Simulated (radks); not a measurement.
Results of a calculation; reference values are marked as such.
These are the eigenvalues of the occupied orbitals of an atom or ion with whole-number occupations (eV). Code: a radial shooting solver on a logarithmic mesh with Libxc functionals. Model: scalar-relativistic Kohn-Sham, SCAN, spin-unpolarised, spherical densities, finite nucleus; meta-GGA in the generalised Kohn-Sham scheme; Fermi nuclear charge, rms radius of each element as measured or else 0.836 A^(1/3) + 0.57 fm.

1s: -71737.35
2s: -12472.42
2p: -10882.88
3s: -2906.401
3p: -2434.772
3d: -1899.104
4s: -619.3037
4p: -463.8911
4d: -268.2086
5s: -94.8375
5p: -55.7383
4f: -51.9148
5d: -11.7766
6s: -9.8097
6p: -3.3277

Which element is it, and in what charge state? The configuration may be excited.

Answer. Z = 75, rhenium, charge 0: Re in [Xe] 4f14 5d3 6s2 6p2. The list shows which subshells hold electrons but not how many an open one holds; the 1s level, -2636.3 hartree, gives Z - s = 72.6 by -(Z - s)^2/2, which with screening and relativity narrows Z to a few neighbours, and the depths of the outer levels then fix element, charge and occupations together.
